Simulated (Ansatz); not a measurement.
The first iterations of a band of a periodic cell of 13 atoms, Zr12H (host Zr, host structure hcp, interstitial H).

The calculation used Ansatz 0.2.0, DFT PBEsol, scalar-relativistic, plane waves, PAW. Settings: cutoff 420 eV, k mesh 3x2x3, gaussian smearing 0.05 eV, no spin polarisation.

* movable images: 3
* climbing image: yes
* spring: 5.0 eV/Å²
* optimiser: quadratic models (default)
* start path: IDPP
* force threshold: 0.03 eV/Å
* iteration limit: 80
* end points: relaxed

Initial state:

```xyz
13
Lattice="6.4600 0.0000 0.0000 -4.8450 8.3918 0.0000 0.0000 0.0000 5.1454" Properties=species:S:1:pos:R:3
Zr 0.002 0.021 -0.007
Zr -0.010 1.834 2.577
Zr -1.582 2.780 0.038
Zr -1.583 4.671 2.619
Zr -3.232 5.641 0.027
Zr -3.228 7.474 2.597
Zr 3.233 -0.027 -0.015
Zr 3.237 1.809 2.548
Zr 1.587 2.778 -0.045
Zr 1.586 4.667 2.536
Zr 0.016 5.612 -0.004
Zr 0.004 7.427 2.585
H 3.232 3.720 1.289
```

Final state:

Only the atoms that move by more than 0.05 Å are listed.
```
Zr3 -1.578 2.773 -0.041
Zr4 -1.586 4.679 2.547
Zr9 1.586 2.781 0.028
Zr10 1.578 4.688 2.615
H13 3.240 3.736 -1.285
```

| iteration | highest image above the first end (eV) | largest band force component (eV/Å) |
| --- | --- | --- |
| 1 | 0.940 | 1.630 |
| 2 | 0.514 | 0.896 |

Problem. Does the band converge within its limit, and where does its top end?

Solution. It converged. It ended after 6 iterations with the highest image 0.442 eV above the first end. By the program's own check the climbing image is of a kind that is not told: the force calls were inconclusive, a negative curvature could not be distinguished from the path's own, the only one lies far off the path, or fixed occupations may fill a level only in part (lowest curvatures found: -1.06 and 0.05 eV/Å²). Limits of this set-up: coarse k mesh, odd electron count without spin, a small cell, in which the defect meets its images, a typed lattice constant that wasn't relaxed here.

Run time: 3.9 min on 4 threads of Intel(R) Xeon(R) Platinum 8488C (Sapphire Rapids) (shared host), peak memory 1.6 GiB.
